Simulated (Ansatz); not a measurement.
Consider the hydrogenolysis of the Se–Si bond: `[SiH3][SiH2][SeH]` + H₂ → H₂Se + disilane.

Isolated molecules relaxed with PBE0-D4/def2-TZVP in Ansatz; ΔE leaves out vibrations. CBS: MP2 limit from def2 TZ/QZ plus the TZ coupled-cluster correction, frozen cores. This one scheme is used for every species. For Se outer-core shells are correlated without core-valence functions, which leaves a few kJ/mol of doubt a bond. Scalar relativity is left out up to krypton. Each species was taken in one conformer, which may not be the lowest.

```tsv
species	CCSD(T)/CBS(def2) energy (Eh)
`[SiH3][SiH2][SeH]`	-2982.48284
H₂	-1.17544
H₂Se	-2401.89790
`[SiH3][SiH3]`	-581.74359
```

Q: Work out ΔE.

A: ΔE = (-2401.89790) + (-581.74359) − (-2982.48284) − (-1.17544) = 0.01679 Eh = +44.1 kJ/mol.

Largest T1 diagnostic among the species: 0.013.

The D4 term adds +11.0 kJ/mol with B3LYP and +5.9 kJ/mol with PBE0; it sums over pairs of atoms, weighted by their polarisabilities, and B3LYP, whose exchange is more repulsive, gets the larger term. In def2-TZVPP, CCSD(T) changes the Hartree–Fock value by +17.9 kJ/mol (the triples alone add +4.8 kJ/mol) and MP2 by +29.1 kJ/mol. Leaving LDA and LC-ωPBE aside and taking each functional with its dispersion term where it has one, the values, not all of them listed here, spread over 16.4 kJ/mol, from CAM-B3LYP-D4 to revPBE-D4.

B3LYP here is the variant with VWN-RPA as its local correlation; programs differ in this.
